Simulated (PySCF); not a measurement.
**Sulfur: a sound run and one with changed settings**

Sound run: S⁺ [Ne] 3s2 3p3, S²⁺ [Ne] 3s2 3p2. Calculation: PySCF 2.14, in def2-SVP (4s3p1d, 18 functions); no relativity, point nucleus. In the sound run the correlated levels freeze [Ne]. The sound run starts from symmetry-adapted Hartree-Fock orbitals and uses a fine grid where one is needed.

A second run was set up differently.

| species | method | sound run (hartree) | changed run (hartree) | converged |
| --- | --- | --- | --- | --- |
| S⁺ | MP2 | -397.09698 | -397.10510 | yes |
| S⁺ | CCSD(T) | -397.11630 | -397.12394 | yes |
| S²⁺ | MP2 | -396.24436 | -396.25257 | yes |
| S²⁺ | CCSD(T) | -396.26683 | -396.27473 | yes |

Ionisation energy of S⁺:

```csv
method,sound run (eV),changed run (eV)
UHF,22.811,22.811
MP2,23.201,23.198
SCS-MP2,23.050,23.046
CCSD,23.114,23.107
CCSD(T),23.115,23.108
```

Problem. What was changed?
A. all electrons correlated in a valence basis
B. level shift left on
C. basis contracted for another Hamiltonian
D. too few SCF iterations

Solution. A. A valence basis has no tight correlating functions, so it recovers only part of the core correlation, and not evenly between atom and ion.
